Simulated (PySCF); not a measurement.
A geometry optimisation, step by step.

Compound: C₄H₁₃BGeO₂.
Numbering: `[BH2:1][O:2][C@H:3]([O:4][CH3:5])[GeH2:6][CH2:7][CH3:8]` (hydrogens: H9, H10 on B1; H11 on C3; H12, H13, H14 on C5; H15, H16 on Ge6; H17, H18 on C7; H19, H20, H21 on C8)

Method: PySCF 2.14.0, PBE0-D3(BJ)/def2-SVP geometry optimisation, gas phase; density fitting, grid level 1; the optimiser is geomeTRIC in internal coordinates, started from a GFN2-xTB structure with every atom displaced at random (about 0.01 Å). 10 of its 11 geometries are shown. The frame can shift and turn from step to step; on so coarse a grid that alone can change the energy by a few meV, and forces under 0.02 eV/Å are noise.

Step 0: E = -65617.3627 eV, largest atomic force 2.524 eV/Å
```
atom  x, y, z in Å  |  force x, y, z in eV/Å
B1     -2.098    1.941   -0.659   -1.554   1.986  -0.107
O2     -1.100    1.197   -0.320    1.603  -1.436   0.699
C3     -0.910   -0.113   -0.812    1.953  -0.396   0.918
O4     -1.206   -1.059    0.149   -1.780   0.042   0.193
C5     -2.626   -1.173    0.403    1.275   0.706   0.926
Ge6     1.089   -0.306   -0.936   -0.521   0.175   0.815
C7      1.845   -0.068    0.883   -0.039   0.583  -0.562
C8      3.374   -0.062    0.926   -1.450  -0.690  -0.210
H9     -2.929    1.619   -1.430   -0.532  -0.483  -0.679
H10    -2.168    3.016   -0.139   -0.013   0.372   0.169
H11    -1.488   -0.258   -1.714   -0.504  -0.027  -0.761
H12    -3.166   -1.405   -0.498   -0.412  -0.290  -0.865
H13    -3.050   -0.227    0.825    0.281  -0.411  -0.134
H14    -2.755   -1.971    1.141   -0.002  -0.081   0.032
H15     1.616    0.707   -1.904    0.322   0.731  -0.486
H16     1.432   -1.644   -1.513    0.147  -0.857  -0.229
H17     1.443   -0.851    1.513   -0.311  -0.495   0.290
H18     1.441    0.882    1.282    0.006  -0.122  -0.124
H19     3.752   -1.015    0.553    0.359  -0.179  -0.134
H20     3.738    0.746    0.327    0.679   0.737  -0.585
H21     3.695    0.065    1.944    0.493   0.134   0.834
```

Step 1: E = -65617.6652 eV, largest atomic force 0.598 eV/Å
```
atom  x, y, z in Å  |  force x, y, z in eV/Å
B1     -2.066    1.996   -0.591    0.428  -0.414   0.055
O2     -1.035    1.189   -0.232   -0.336   0.457  -0.086
C3     -0.877   -0.135   -0.721   -0.412  -0.069  -0.279
O4     -1.308   -1.047    0.227    0.118   0.121   0.048
C5     -2.675   -0.960    0.533   -0.038  -0.387  -0.283
Ge6     1.065   -0.411   -0.994    0.186  -0.014  -0.114
C7      1.865   -0.181    0.774   -0.030  -0.100   0.102
C8      3.386   -0.171    0.816   -0.026   0.148   0.031
H9     -2.875    1.614   -1.411    0.005  -0.012  -0.042
H10    -2.130    3.076   -0.065    0.026   0.078   0.058
H11    -1.488   -0.232   -1.653    0.152   0.036   0.176
H12    -3.294   -1.125   -0.379    0.069   0.081   0.212
H13    -2.939    0.013    0.974   -0.063   0.067   0.067
H14    -2.899   -1.754    1.260    0.014   0.062  -0.022
H15     1.569    0.672   -1.995   -0.096  -0.159   0.141
H16     1.343   -1.816   -1.599   -0.082   0.185   0.097
H17     1.450   -0.984    1.410    0.034   0.073  -0.077
H18     1.455    0.761    1.173   -0.025  -0.004  -0.034
H19     3.814   -1.110    0.434    0.038  -0.011  -0.016
H20     3.796    0.659    0.211    0.012  -0.125   0.072
H21     3.748   -0.037    1.851    0.026  -0.014  -0.108
```

Step 2: E = -65617.6929 eV, largest atomic force 0.401 eV/Å
```
atom  x, y, z in Å  |  force x, y, z in eV/Å
B1     -2.028    2.064   -0.640    0.229  -0.087  -0.016
O2     -1.046    1.238   -0.225   -0.375   0.024   0.141
C3     -0.905   -0.096   -0.700    0.062  -0.165  -0.181
O4     -1.305   -1.022    0.248    0.055   0.221   0.012
C5     -2.677   -1.048    0.546    0.008  -0.027  -0.093
Ge6     1.037   -0.383   -0.967    0.046  -0.014  -0.011
C7      1.862   -0.162    0.789    0.023  -0.012   0.037
C8      3.385   -0.184    0.806   -0.051   0.023  -0.006
H9     -2.784    1.711   -1.522   -0.033  -0.026   0.021
H10    -2.090    3.148   -0.113   -0.003   0.011   0.002
H11    -1.504   -0.198   -1.632   -0.017   0.028   0.089
H12    -3.285   -1.244   -0.359    0.025   0.025   0.017
H13    -3.023   -0.106    1.005    0.006   0.024   0.006
H14    -2.837   -1.863    1.264   -0.003  -0.003   0.003
H15     1.539    0.676   -1.972    0.005   0.010  -0.001
H16     1.283   -1.786   -1.560   -0.015  -0.018   0.006
H17     1.441   -0.953    1.431    0.007   0.005  -0.011
H18     1.471    0.790    1.185    0.012   0.006  -0.002
H19     3.787   -1.134    0.420    0.003  -0.007  -0.005
H20     3.809    0.626    0.190    0.006  -0.015  -0.003
H21     3.776   -0.054    1.828    0.006  -0.005  -0.004
```

Step 3: E = -65617.7019 eV, largest atomic force 0.129 eV/Å
```
atom  x, y, z in Å  |  force x, y, z in eV/Å
B1     -2.048    2.062   -0.649    0.040   0.009   0.006
O2     -1.078    1.245   -0.205   -0.107   0.005   0.059
C3     -0.908   -0.083   -0.687    0.114  -0.059  -0.015
O4     -1.303   -1.003    0.264    0.033   0.013   0.036
C5     -2.679   -1.052    0.531   -0.010   0.047   0.042
Ge6     1.039   -0.369   -0.949   -0.044   0.022   0.024
C7      1.878   -0.153    0.801    0.005   0.022   0.001
C8      3.400   -0.196    0.799   -0.020  -0.029  -0.018
H9     -2.793    1.688   -1.533   -0.010   0.015  -0.005
H10    -2.130    3.150   -0.131   -0.001  -0.008  -0.026
H11    -1.506   -0.190   -1.615   -0.038   0.002  -0.028
H12    -3.264   -1.255   -0.384   -0.005  -0.005  -0.048
H13    -3.049   -0.113    0.982    0.015  -0.020  -0.009
H14    -2.843   -1.867    1.247   -0.007  -0.018   0.003
H15     1.542    0.682   -1.957    0.029   0.044  -0.033
H16     1.269   -1.774   -1.535   -0.003  -0.055  -0.017
H17     1.454   -0.938    1.447   -0.008  -0.015   0.013
H18     1.503    0.804    1.198    0.019   0.006   0.009
H19     3.782   -1.153    0.410   -0.005  -0.001   0.003
H20     3.830    0.602    0.175    0.004   0.023  -0.023
H21     3.810   -0.071    1.813    0.000   0.001   0.025
```

Step 4: E = -65617.7061 eV, largest atomic force 0.114 eV/Å
```
atom  x, y, z in Å  |  force x, y, z in eV/Å
B1     -2.057    2.068   -0.664    0.009   0.103  -0.048
O2     -1.111    1.249   -0.181    0.010  -0.059   0.018
C3     -0.914   -0.076   -0.666    0.049   0.026   0.044
O4     -1.300   -0.996    0.286    0.022  -0.049   0.021
C5     -2.680   -1.071    0.526   -0.028   0.033   0.047
Ge6     1.034   -0.352   -0.930   -0.029   0.019  -0.003
C7      1.887   -0.141    0.814   -0.021   0.018  -0.012
C8      3.407   -0.203    0.789    0.024  -0.030  -0.010
H9     -2.772    1.704   -1.577    0.000  -0.014   0.012
H10    -2.144    3.161   -0.158   -0.021  -0.008  -0.002
H11    -1.511   -0.189   -1.594   -0.023  -0.019  -0.041
H12    -3.241   -1.274   -0.404   -0.014  -0.013  -0.028
H13    -3.073   -0.141    0.976    0.011  -0.015  -0.004
H14    -2.846   -1.894    1.233    0.000  -0.011  -0.008
H15     1.537    0.698   -1.943    0.009   0.010  -0.004
H16     1.253   -1.762   -1.515    0.004  -0.011  -0.007
H17     1.463   -0.921    1.465   -0.011  -0.006   0.009
H18     1.529    0.821    1.215    0.014   0.002   0.006
H19     3.771   -1.167    0.397   -0.003   0.003   0.006
H20     3.840    0.587    0.156   -0.001   0.015  -0.008
H21     3.834   -0.083    1.798   -0.001   0.004   0.011
```

Step 6: E = -65617.7096 eV, largest atomic force 0.067 eV/Å
```
atom  x, y, z in Å  |  force x, y, z in eV/Å
B1     -2.042    2.089   -0.707   -0.031   0.034  -0.026
O2     -1.155    1.249   -0.154    0.036  -0.055   0.012
C3     -0.929   -0.073   -0.637   -0.032   0.044   0.013
O4     -1.302   -1.002    0.312   -0.007  -0.009  -0.015
C5     -2.684   -1.108    0.534    0.001   0.000   0.003
Ge6     1.020   -0.323   -0.908    0.001  -0.013  -0.007
C7      1.892   -0.122    0.828    0.000  -0.008  -0.009
C8      3.412   -0.210    0.780    0.009  -0.004   0.006
H9     -2.697    1.740   -1.669    0.013  -0.010   0.003
H10    -2.152    3.183   -0.205    0.005   0.003   0.003
H11    -1.521   -0.196   -1.569    0.010  -0.013   0.004
H12    -3.229   -1.299   -0.410    0.004   0.000   0.011
H13    -3.098   -0.198    1.002   -0.001   0.003   0.000
H14    -2.843   -1.955    1.215    0.001   0.001  -0.004
H15     1.519    0.733   -1.919   -0.015  -0.004   0.008
H16     1.237   -1.732   -1.499    0.015   0.017  -0.003
H17     1.465   -0.898    1.483   -0.005   0.009   0.000
H18     1.558    0.845    1.238    0.003   0.002  -0.002
H19     3.752   -1.181    0.384   -0.001   0.001   0.001
H20     3.847    0.573    0.140   -0.003  -0.004   0.008
H21     3.855   -0.096    1.783   -0.004   0.004  -0.006
```

Step 7: E = -65617.7108 eV, largest atomic force 0.059 eV/Å
```
atom  x, y, z in Å  |  force x, y, z in eV/Å
B1     -2.024    2.095   -0.724    0.043   0.004  -0.040
O2     -1.168    1.239   -0.144   -0.027   0.001   0.021
C3     -0.937   -0.079   -0.631   -0.018   0.004  -0.011
O4     -1.305   -1.014    0.314   -0.006   0.003  -0.007
C5     -2.686   -1.122    0.544    0.017  -0.004  -0.010
Ge6     1.013   -0.314   -0.906    0.008  -0.019   0.004
C7      1.887   -0.119    0.829    0.013  -0.010   0.001
C8      3.407   -0.209    0.782   -0.013   0.004   0.008
H9     -2.643    1.757   -1.714   -0.012  -0.006   0.011
H10    -2.134    3.190   -0.225   -0.006  -0.007   0.015
H11    -1.527   -0.204   -1.565    0.006   0.002   0.014
H12    -3.238   -1.299   -0.398    0.003   0.004   0.006
H13    -3.094   -0.218    1.028   -0.004   0.003   0.000
H14    -2.841   -1.979    1.213   -0.002   0.003   0.004
H15     1.500    0.753   -1.909   -0.011   0.008  -0.003
H16     1.245   -1.716   -1.509    0.011   0.004  -0.005
H17     1.458   -0.895    1.483   -0.004   0.007   0.001
H18     1.556    0.848    1.242   -0.002   0.004  -0.005
H19     3.746   -1.179    0.385    0.001  -0.001  -0.002
H20     3.842    0.576    0.143    0.002  -0.004   0.001
H21     3.849   -0.095    1.785    0.000   0.000  -0.003
```

Step 8: E = -65617.7118 eV, largest atomic force 0.077 eV/Å
```
atom  x, y, z in Å  |  force x, y, z in eV/Å
B1     -1.997    2.103   -0.748    0.026  -0.011   0.035
O2     -1.185    1.227   -0.133   -0.064   0.042  -0.009
C3     -0.947   -0.087   -0.624    0.010  -0.036  -0.033
O4     -1.308   -1.028    0.316   -0.002   0.012  -0.001
C5     -2.687   -1.138    0.556    0.018  -0.004  -0.012
Ge6     1.005   -0.305   -0.904    0.011  -0.019   0.006
C7      1.880   -0.113    0.830    0.018  -0.007   0.008
C8      3.400   -0.208    0.784   -0.022   0.006   0.007
H9     -2.583    1.787   -1.764    0.012  -0.018   0.003
H10    -2.112    3.193   -0.240    0.002   0.008   0.000
H11    -1.534   -0.214   -1.559   -0.003   0.010   0.015
H12    -3.246   -1.301   -0.385    0.000   0.004  -0.001
H13    -3.090   -0.240    1.055   -0.005   0.003  -0.001
H14    -2.838   -2.005    1.212   -0.002   0.004   0.008
H15     1.476    0.777   -1.900   -0.006   0.013  -0.008
H16     1.255   -1.697   -1.520    0.005  -0.005  -0.005
H17     1.448   -0.888    1.483   -0.004   0.003   0.002
H18     1.553    0.854    1.245   -0.004   0.003  -0.007
H19     3.736   -1.180    0.389    0.003  -0.002  -0.003
H20     3.838    0.575    0.145    0.005  -0.003  -0.005
H21     3.841   -0.094    1.787    0.004  -0.003   0.002
```

Step 9: E = -65617.7124 eV, largest atomic force 0.054 eV/Å
```
atom  x, y, z in Å  |  force x, y, z in eV/Å
B1     -1.981    2.109   -0.758    0.023  -0.019   0.018
O2     -1.202    1.220   -0.122   -0.033   0.043  -0.001
C3     -0.954   -0.091   -0.618    0.015  -0.031  -0.017
O4     -1.309   -1.035    0.320   -0.004   0.000  -0.001
C5     -2.689   -1.149    0.561    0.009  -0.002  -0.003
Ge6     0.999   -0.297   -0.902    0.003  -0.006   0.004
C7      1.877   -0.108    0.831    0.013  -0.004   0.006
C8      3.396   -0.210    0.784   -0.015   0.003   0.004
H9     -2.534    1.801   -1.795   -0.001  -0.001  -0.001
H10    -2.100    3.199   -0.250   -0.002   0.002   0.001
H11    -1.541   -0.217   -1.553   -0.004   0.010   0.004
H12    -3.248   -1.308   -0.381    0.000   0.000  -0.003
H13    -3.093   -0.255    1.065   -0.002   0.002  -0.002
H14    -2.837   -2.020    1.213   -0.001   0.003   0.006
H15     1.458    0.794   -1.894   -0.003   0.008  -0.004
H16     1.259   -1.684   -1.526   -0.001  -0.003  -0.003
H17     1.442   -0.880    1.485   -0.003   0.001   0.001
H18     1.554    0.861    1.245   -0.001   0.002  -0.006
H19     3.728   -1.184    0.390    0.001  -0.002  -0.002
H20     3.838    0.569    0.142    0.003  -0.001  -0.004
H21     3.840   -0.096    1.786    0.002  -0.003   0.002
```

Step 10: E = -65617.7125 eV, largest atomic force under 0.02 eV/Å
```
atom  x, y, z in Å  |  force x, y, z in eV/Å
B1     -1.974    2.114   -0.759    0.003  -0.006   0.002
O2     -1.209    1.219   -0.115    0.003   0.012   0.004
C3     -0.956   -0.090   -0.615    0.006  -0.010   0.003
O4     -1.309   -1.037    0.322    0.001  -0.007  -0.004
C5     -2.688   -1.155    0.562   -0.003   0.002   0.004
Ge6     0.997   -0.293   -0.903    0.000   0.004  -0.001
C7      1.876   -0.105    0.831    0.000  -0.001   0.001
C8      3.394   -0.215    0.783    0.001  -0.003   0.000
H9     -2.512    1.810   -1.805   -0.003   0.006  -0.001
H10    -2.097    3.202   -0.249   -0.001   0.000  -0.001
H11    -1.545   -0.215   -1.549   -0.003   0.003  -0.002
H12    -3.245   -1.319   -0.380    0.000  -0.003  -0.001
H13    -3.096   -0.260    1.062    0.000   0.000  -0.002
H14    -2.834   -2.023    1.218    0.001   0.002   0.002
H15     1.450    0.802   -1.893   -0.001   0.001   0.001
H16     1.258   -1.678   -1.530   -0.002   0.000  -0.001
H17     1.437   -0.874    1.486   -0.004   0.001   0.000
H18     1.557    0.867    1.241    0.003   0.001  -0.002
H19     3.721   -1.192    0.392    0.000   0.000   0.000
H20     3.840    0.559    0.139    0.000   0.001  -0.001
H21     3.839   -0.101    1.784    0.000  -0.001   0.001
```

**Question.** Summarise the path.

**Answer.** The energy falls by 0.3498 eV from step 0 to step 10; nine tenths of that is first reached at step 2. It falls at every step. The largest force goes from 2.524 to under 0.02 eV/Å. Among the bonds B1–O2 changes most, from 1.290 to 1.342 Å; the atoms move by 0.189 Å rms after alignment.

The cost below is that of the whole optimisation. Time: 7.0 min; peak memory 0.78 GiB. Hardware: one thread, Arm Neoverse N1 (aarch64), shared host with 64 logical CPUs at a one-minute load of 59.
